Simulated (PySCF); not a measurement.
Spinor energies of Cl⁺ (chlorine, charge +1)

Start: [Ne] 3s2 3p4; 3p1/2 filled at m_j = -1/2, +1/2; 3p3/2 filled at m_j = +1/2, +3/2. Calculated with PySCF 2.14 in x2c-QZVPPall-2c (9s7p4d2f1g, 73 functions): generalised Hartree-Fock with the X2C-1e Hamiltonian and a Gaussian nucleus; one run each with spin-orbit coupling (SO) switched off, then screened by Boettger's factors.

```csv
spinor shell,electrons,"ε, spin-free (eV)","ε, screened SO (eV)",weight of nominal j (screened SO),"rms radius, screened SO (bohr)"
1s1/2,2,-2877.2,-2877.2,1.000,0.105
2s1/2,2,-303.19,-303.18,1.000,0.478
2p1/2,2,-232.38,-233.88,0.938,0.449
3s1/2,2,-40.215,-40.208,0.999,1.61
3p3/2,2,-25.586,-26.494,0.831,1.83
3p1/2,2,-25.586,-24.690,0.684,1.87
```

(1) Where does 2p3/2 lie, and what is the 2p spin-orbit splitting (screened SO)?

```tsv
quantity	spin-free	screened SO
E (hartree)	-460.46529	-460.46787
M_J	2	2
⟨J²⟩	6.014	6.016
⟨L²⟩	2.010	2.017
⟨S²⟩	2.004	2.000
```

Each row is a mean over spinors that exchange with the open shell spreads, by up to 6.976 eV (3s1/2).

Rows whose weight is well below 1 are mixtures of j = l ± 1/2: exchange outweighs spin-orbit coupling there, and the label is only the starting occupation.

Without spin-orbit coupling the j labels of p, d and f shells carry no meaning; the spin-free column gives the mean over the occupied spinors of each nl shell.

Results:

(1) At -231.61 eV, 2.275 eV above 2p1/2.
